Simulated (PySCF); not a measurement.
**GeB⁺: one state, many levels of theory**

State: ³Π (triplet), unpaired electrons σ ↑, π ↑. Set-up: Ge def2-TZVPPD, B def2-TZVPPD; no relativity (PySCF 2.14). De refers to Ge⁺ + B in their high-spin ground configurations, without counterpoise correction. The functionals are run spin-unrestricted. A positive dipole points towards B; it is taken about the centre of mass and depends on that origin. Levels whose curve was spin-contaminated or gave no clean fit are not listed.

```
      Level  Re (Å)  ωe (cm⁻¹)  De (eV)  μ (D)  CPU s a point (SCF and correlation, without the integrals)
   UHF-CCSD   2.200        427     2.14    n/a                                                         n/a
UHF-CCSD(T)   2.197        451     2.27    n/a                                                          50
        PBE   2.210        447     2.75   1.72                                                         1.3
     PBEsol   2.195        461     2.95   1.77                                                        0.85
       PW91   2.205        450     2.77   1.73                                                        0.86
     r²SCAN   2.175        482     2.77   1.95                                                         1.7
      M06-L   2.168        502     2.70   1.66                                                         1.8
       PBE0   2.179        470     2.57   1.82                                                         2.5
      B97-3   2.190        461     2.41   1.69                                                         1.4
     M06-2X   2.201        423     2.30   1.96                                                         2.5
    ωB97M-V   2.185        442     2.27   1.83                                                         7.4
```

Q: Which functional lies closest to UHF-CCSD(T) in De, which farthest, and by how much do they differ from it?

A: Closest is ωB97M-V (-1.2 pm in Re, -2.0 % in ωe, +0.00 eV in De against UHF-CCSD(T) in the same basis), farthest PBEsol (-0.2 pm in Re, +2.2 % in ωe, +0.68 eV in De). CCSD(T) converges more slowly with the basis than the functionals do and binds too weakly in this one, so the order can change at the basis-set limit.

Q: What does a quarter of exact exchange do here, going from PBE to PBE0?

A: PBE0 less PBE: -3.1 pm in Re, +5.1 % in ωe, -0.18 eV in De. Exact exchange removes part of the self-interaction that spreads semilocal densities, and in most molecules shortens and stiffens the bond and lowers De; so it does here.

Q: What does the triples do here, going from UHF-CCSD to UHF-CCSD(T)?

A: UHF-CCSD(T) less UHF-CCSD: -0.3 pm in Re, +5.6 % in ωe, +0.13 eV in De. Correlation nearly always deepens the well. The bond shortens, as in weak, metallic or heavy-atom bonds, where dispersion and the correlation of outer-core electrons pull the atoms together.

Correlated steps freeze 10 core orbitals. Spin–orbit coupling is left out. For an ion De counts to the pair picked by the measured ionisation energies or electron affinities, which need not be the lowest pair at this level. The state is the lowest determinant that a PBE0 search found; another state may lie lower at other levels.

The whole job (state search and all levels along the bond) took about 6.9 min on 2 threads of Intel Xeon 6975P-C (shared host), peak memory 3.4 GiB.
